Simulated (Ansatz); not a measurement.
The first iterations of a band of ClH3O2Si + H2O (10 atoms, charge 0, multiplicity 1).

All numbers below come from Ansatz 0.2.0, RKS CAM-B3LYP/def2-SVP.

```
movable images  : 6
climbing image  : no
spring          : 5.0 eV/Å²
optimiser       : quadratic models (default)
start path      : through a guess of the saddle point
force threshold : 0.05 eV/Å
iteration limit : 60
end points      : relaxed
```

Image 0:

```xyz
10
Properties=species:S:1:pos:R:3
Si -0.145 -0.223 0.124
Cl -0.412 -0.429 2.172
O 1.463 -0.200 -0.268
H 1.817 -1.051 -0.554
H -0.834 0.981 -0.340
O -0.712 -1.607 -0.574
H -1.473 -2.052 -0.186
O 1.351 2.168 1.068
H 1.927 1.562 0.578
H 1.383 1.832 1.973
```

Image 7:

```xyz
10
Properties=species:S:1:pos:R:3
Si 0.382 0.192 -0.480
Cl -0.625 -0.086 3.225
O 1.599 -0.341 -1.444
H 2.044 -1.157 -1.188
H -0.389 1.140 -1.301
O -0.464 -1.072 0.116
H -0.774 -1.044 1.034
O 0.960 0.995 0.882
H 1.440 1.822 0.753
H 0.190 0.530 2.395
```

| iteration | highest image above the first end (eV) | largest band force component (eV/Å) |
| --- | --- | --- |
| 1 | 4.703 | 29.014 |
| 2 | 1.499 | 3.096 |
| 3 | 1.024 | 1.664 |
| 4 | 0.823 | 1.517 |
| 5 | 0.770 | 1.022 |

Task: Does the band converge within its limit, and where does its top end?

Result: It converged. It ended after 17 iterations with the highest image 0.547 eV above the first end. No image climbed, so the highest image needn't sit at the top of the path. The orbitals stay closed-shell, which can raise the energy where a bond breaks towards radicals; this wasn't checked here.

Run time: 2.4 min on 4 threads of Arm Neoverse V2 (shared host), peak memory 0.29 GiB.
